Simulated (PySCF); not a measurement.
Compound: W(CH)F3, CHF3W (singlet state).
Structure used (PBE0-D3(BJ)/def2-SVP), in Å, numbered top down from 1:
```
atom  x, y, z in Å
W1     0.0219   -0.0155   -0.5491
C2    -0.0162   -0.0210    1.1816
H3    -0.0408   -0.0210    2.2736
F4     1.8440    0.0083   -0.9524
F5    -0.8900    1.5484   -1.0051
F6    -0.8557   -1.5953   -1.0180
```

Theory: PySCF 2.14.0, PBE0-D3(BJ)/def2-SVP geometry optimisation, gas phase, def2 core potentials past Kr.

Q: Which atoms are bound to W1, and at what distances?

A: 4 atoms: C2 1.731 Å, F4 1.866 Å, F5 1.867 Å, F6 1.867 Å. The nearest atom not counted as bound is H3, at 2.82 Å.

Q: List the angles at W1.

A: 
| angle | degrees | distance of the outer atoms (Å) |
| --- | --- | --- |
| F5–W1–F6 | 114.7 | 3.14 |
| F4–W1–F6 | 114.5 | 3.14 |
| F4–W1–F5 | 114.4 | 3.14 |
| C2–W1–F6 | 103.8 | 2.83 |
| C2–W1–F4 | 103.7 | 2.83 |
| C2–W1–F5 | 103.7 | 2.83 |

Q: What is the shape at W1?

A: Distorted tetrahedral: angles from 103.7° to 114.7°; τ4 = (360° − α − β)/141° = 0.93 with α and β the two widest (0 for a square, 1 for a tetrahedron).

Q: What are the other bond lengths?

A: C2–H3 1.092 Å.

Q: What are the rotational constants (commonest isotopes, rigid rotor)?

A: A = 3399, B = 3390, C = 2696 MHz: an oblate symmetric top.

Point group: C3v (tolerance 0.08 Å). Charge 0, singlet. PBE0-D3(BJ)/def2-SVP frequencies: not computed here.
